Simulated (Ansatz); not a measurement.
Job for Ansatz (a quantum-chemistry and plane-wave program): U-CCSD(T)/cc-pVDZ on H6 ring, a point of a bond scan (R = 2.500 Å).

Ansatz 0.2 input:
```yaml
crystal:
  periodic: [false, false, false]
  atoms:
    - {symbol: H, position_ang: [2.50000000, 0.00000000, 0.00000000]}
    - {symbol: H, position_ang: [1.25000000, 2.16506351, 0.00000000]}
    - {symbol: H, position_ang: [-1.25000000, 2.16506351, 0.00000000]}
    - {symbol: H, position_ang: [-2.50000000, 0.00000000, 0.00000000]}
    - {symbol: H, position_ang: [-1.25000000, -2.16506351, 0.00000000]}
    - {symbol: H, position_ang: [1.25000000, -2.16506351, 0.00000000]}
basis:
  gaussian:
    orbitals: cc-pVDZ
correlation: {method: ccsd_t, electrons: outside_noble_gas}
scf: {omitted_lower_state_checks: [cluster_reference]}
magnetization: {spin_polarized: true, initial_magnetization: 0}
```

Program output:

```
WARN ansatz: RAYON_NUM_THREADS=2 ignored (pool sized by the plan → 2); use --threads N
Functional definition: HF
these checks for a lower state are left out or cut short: cluster_reference
integrals: 0.01 GiB planned
258 factors; integrals over basis functions are off by at most 2.4e-4 eV
mean field: 0.05 GiB planned
mean field evaluation 1: about -71.4207 eV, gradient 1.3e0 eV
mean field evaluation 2: about -71.4191 eV, gradient 1.3e0 eV
mean field evaluation 4: about -71.4292 eV, gradient 7.4e-5 eV
mean field evaluation 8: about -72.1551 eV, gradient 4.8e0 eV
mean field evaluation 16: about -81.6535 eV, gradient 1.0e-1 eV
mean field evaluation 32: about -72.8034 eV, gradient 7.6e0 eV
mean field evaluation 64: about -71.4307 eV, gradient 5.7e-3 eV
mean field evaluation 96: about -72.5659 eV, gradient 4.1e-3 eV
mean field evaluation 128: about -74.3040 eV, gradient 5.1e-3 eV
mean field evaluation 160: about -74.3757 eV, gradient 1.6e0 eV
mean field evaluation 192: about -81.4640 eV, gradient 7.6e-3 eV
mean field evaluation 224: about -81.4691 eV, gradient 1.3e-2 eV
mean field -81.64535743 eV, -3.0004115442 hartree, gradient 1.6e-6 eV, S^2 2.869427; 20 other end points of the search recorded, 0 dependent functions left out
reference -81.64535743 eV, -3.0004115442 hartree; 3, 3 occupied and 27, 27 virtual orbitals, 258 factors
second order -0.03792682 eV of doubles, -0.00000000 eV of singles
coupled cluster: 0.06 GiB planned
cycle   1  -0.04833932 eV  change   -1.0e-2 eV  update   1.4e-2
cycle   2  -0.06167604 eV  change   -1.3e-2 eV  update   9.8e-3
cycle   3  -0.06545931 eV  change   -3.8e-3 eV  update   6.9e-3
cycle   4  -0.07139731 eV  change   -5.9e-3 eV  update   6.6e-3
cycle   5  -0.10044363 eV  change   -2.9e-2 eV  update   6.4e-3
cycle   6  -0.20882906 eV  change   -1.1e-1 eV  update   5.6e-3
cycle   7  -0.20855486 eV  change    2.7e-4 eV  update   2.9e-3
cycle   8  -0.24251480 eV  change   -3.4e-2 eV  update   1.6e-3
cycle   9  -0.24047282 eV  change    2.0e-3 eV  update   1.9e-3
cycle  10  -0.23680914 eV  change    3.7e-3 eV  update   1.7e-3
cycle  11  -0.23833121 eV  change   -1.5e-3 eV  update   1.3e-3
cycle  12  -0.23294416 eV  change    5.4e-3 eV  update   1.3e-3
cycle  13  -0.23406236 eV  change   -1.1e-3 eV  update   6.2e-4
cycle  14  -0.23428667 eV  change   -2.2e-4 eV  update   1.3e-4
cycle  15  -0.23495103 eV  change   -6.6e-4 eV  update   8.9e-5
cycle  16  -0.23491995 eV  change    3.1e-5 eV  update   1.1e-5
cycle  17  -0.23490354 eV  change    1.6e-5 eV  update   4.3e-6
cycle  18  -0.23490464 eV  change   -1.1e-6 eV  update   1.4e-6
coupled cluster: 0.06 GiB planned
perturbative correction -0.00326048 eV, -0.0001198205 hartree
Total energy: -81.88352255 eV, -3.0091639511 hartree
Checks for a lower state left out: cluster_reference
```

The calculation finished and met its thresholds. Its determinant has ⟨S²⟩ = 2.87, a mixture of spin states.

Cost: around 2.1 core-seconds (rough).
